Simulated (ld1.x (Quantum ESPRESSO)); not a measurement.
## F: excitation energies, all-electron against ultrasoft

ld1.x (Quantum ESPRESSO) 7.5 input, shortened:

```
&input
   title='F', zed=9., rel=1, dft='PBE', iswitch=3,
   config='[He] 2s1.75 2p5.25 3d-2'
 /
 &inputp
   pseudotype=3, tm=.true., lloc=-1, rcloc=0.90,
   nlcc=.true., new_core_ps=.true.,
   which_augfun='PSQ', rmatch_augfun=0.40
 /
6
2S  1  0   1.75   0.00  0.50  0.65  0.0
2S  1  0   0.00  -1.80  0.50  0.65  0.0
2P  2  1   5.25   0.00  0.95  1.30  0.0
2P  2  1   0.00  -0.05  0.95  1.30  0.0
3D  3  2  -2.00   0.45  1.05  1.15  0.0
3D  3  2  -2.00   1.55  1.05  1.15  0.0
 &test
   configts(1)='2s1.75 2p5.25'
 /
```

Energies are relative to the spin-unpolarised reference configuration 2s1.75 2p5.25; without spin polarisation the order of configurations can differ from experiment.

```json
{"valence configuration": "2s2 2p5", "charge": "0", "ΔE all-electron (eV)": "-4.699", "error AE − PS (meV)": "+1.0"}
{"valence configuration": "2s2 2p4", "charge": "+1", "ΔE all-electron (eV)": "14.692", "error AE − PS (meV)": "+2.6"}
{"valence configuration": "2s2 2p3", "charge": "+2", "ΔE all-electron (eV)": "53.076", "error AE − PS (meV)": "+11"}
{"valence configuration": "2s1 2p6", "charge": "0", "ΔE all-electron (eV)": "14.115", "error AE − PS (meV)": "+7.9"}
{"valence configuration": "2s2 2p5.3", "charge": "-0.3", "ΔE all-electron (eV)": "-7.368", "error AE − PS (meV)": "+1.1"}
{"valence configuration": "2s1 2p5", "charge": "+1", "ΔE all-electron (eV)": "33.794", "error AE − PS (meV)": "+6.4"}
```

Problem. What are ΔE and the potential's error for 2s2 2p4.5?

Solution. ΔE = 2.845 eV all-electron; the error (AE − PS) is +1.3 meV.
